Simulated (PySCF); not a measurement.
**Substituent chemical shifts**

Parent skeleton `[CH3:1][N+:2]1([CH3:3])[BH2-:4][CH2:5][CH2:6][CH2:7]1`; one hydrogen on atom 7 is replaced by X. Hydrogens on one atom are averaged.

Theory: GIAO PBE0/pcSseg-1 shieldings, geometry from PBE0-D3(BJ)/def2-SVP, in PySCF (one computed conformer, no solvent, equivalent nuclei averaged, non-relativistic).

References, each an isolated molecule treated in the same way: TMS for 13C, 1H; 15N vs NH3; BF3·OEt2 for 11B.

Parent (X = H): C1 49.7, N2 71.4, C3 49.7, B4 -6.1, C5 10.3, C6 25.8, C7 66.1, H(C1) 2.37, H(C3) 2.37 ppm. Effects are Δδ = δ(X) − δ(H), positive for deshielding.

Task: Give Δδ (ppm) for X = BH2, propynyl, BMe2.

Result: 
```
       X                         SMILES    C1    N2    C3    B4    C5    C6     C7  H(C1)  H(C3)
     BH2      B[C@@H]1CC[BH2-][N+]1(C)C  -5.9  -2.0  +0.8  +1.6  -0.7  +0.8  +14.6  -0.02  +0.15
propynyl    CC#C[C@H]1CC[BH2-][N+]1(C)C  +0.3  +5.7  -7.8  +0.4  -2.0  +9.1   -1.4  +0.07  -0.14
    BMe2  CB(C)[C@@H]1CC[BH2-][N+]1(C)C  -3.4  +8.5  +3.0  +3.6  +0.9  +3.5   +2.9  -0.32  +0.24
```

Task: Which position responds most, and to which substituents?

Result: C7: from -1.4 ppm with propynyl to +14.6 ppm with BH2.

Experimental scales use liquid or dissolved standards, which lie at an offset from isolated NH3 (liquid NH3: subtract about 20 ppm).
